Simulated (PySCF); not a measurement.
Computed with delta-SCF UKS SCAN, pcX-2 on the ionised atom, pcseg-1 elsewhere, spin-free X2C (PySCF). Geometries: PBE0-D3(BJ)/def2-SVP; isolated species, one conformer each. Values against the vacuum level. Spin–orbit coupling isn't in the SCF: each 2p doublet comes from a relaxed spin-free hole plus a matrix of the shell (mean-field spin–orbit coupling and the ground-state 2p splitting), with 2p3/2 averaged over its two sublevels.

(1) Rank by computed C 1s binding energy, lowest first.
A. C8 in `[CH:1]1=[C:2]([CH:3]2[CH2:4][CH2:5]2)[CH2:6][GeH2:7][CH2:8]1`
B. C2 in `[CH3:1][C:2]#[P:3]`
C. C1 in `[CH3:1][CH2:2][CH2:3][GeH:4]1[CH:5]=[CH:6][CH:7]=[CH:8]1`
D. Carbon in `C[P+](C)(C)C`

(2) Rank by computed P 1s binding energy, lowest first.
A. Phosphorus in `P#CC` (C2H3P)
B. Phosphorus in `C[B@H-]1[PH2+][B@H-](C)[PH2+]1`
C. Phosphorus in `C[P+](C)(C)C`

(3) Rank by computed P 2p3/2 binding energy, lowest first.
A. Phosphorus in `C[B@H-]1[PH2+][B@H-](C)[PH2+]1`
B. Phosphorus in `CC#P` (C2H3P)
C. Phosphorus in `C[P+](C)(C)C`

## Answers

(1) A (289.97 eV), C (290.43 eV), B (290.79 eV), D (295.79 eV).

From the lowest up, the atoms are bonded to: C, 2 H and Ge (289.97); C and 3 H (290.43); C and P (triple bond) (290.79); 3 H and P in a species of charge +1 (295.79).

(2) A (2149.78 eV), B (2150.17 eV), C (2156.78 eV).

From the lowest up, the atoms are bonded to: C (triple bond) (2149.78); 2 H and 2 B (2150.17); 4 C in a species of charge +1 (2156.78).

(3) B (136.29 eV), A (136.60 eV), C (143.05 eV).

The highest is bonded to 4 C in a species of charge +1, the lowest to C (triple bond); the range is 6.76 eV.

1 of these hole states is spin-contaminated (⟨S²⟩ 1.00, against 0.75; counted from 0.85) and less certain.
